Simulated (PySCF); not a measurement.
Steps of a relaxation of Hg3

Hg3 (singlet). PySCF 2.14.0, RKS PBE0, Hg def2-SVP with ECP60; non-relativistic Hamiltonian with scalar-relativistic core potentials where named; density fitting; no spin-orbit coupling. Origin of the start: template. Columns: position (Å) and force (eV/Å). Energies are counted from the last step; some of the 6 steps are shown. Forces carry noise of the integration grid, about 0.01 to 0.03 eV/Å.

Run from Python with OMP_NUM_THREADS=2. Where DIIS fails, smearing, a level shift and second-order steps follow.
It took 14 s on 2 threads of Arm Neoverse V2, on a shared host, from the converged density of the start.

```xyz
3
step 0  E = 0.073 eV
Hg    1.9041    0.0000    0.0000     0.25    0.00    0.00
Hg   -0.9520    1.6490    0.0000    -0.12    0.22    0.00
Hg   -0.9521   -1.6490    0.0000    -0.12   -0.22    0.00
```

```xyz
3
step 2  E = 0.017 eV
Hg    2.0219    0.0000    0.0000     0.09    0.00    0.00
Hg   -1.0110    1.7511    0.0000    -0.04    0.08    0.00
Hg   -1.0110   -1.7510    0.0000    -0.04   -0.08    0.00
```

```xyz
3
step 3  E = 0.005 eV
Hg    2.0865    0.0000    0.0000     0.04    0.00    0.00
Hg   -1.0432    1.8069    0.0000    -0.02    0.03    0.00
Hg   -1.0433   -1.8069    0.0000    -0.02   -0.03    0.00
```

Where does the relaxation end?

It converges at step 5 in D3h:
```xyz
3
step 5  E = 0
Hg    2.1768    0.0000    0.0000
Hg   -1.0884    1.8852    0.0000
Hg   -1.0884   -1.8852    0.0000
```
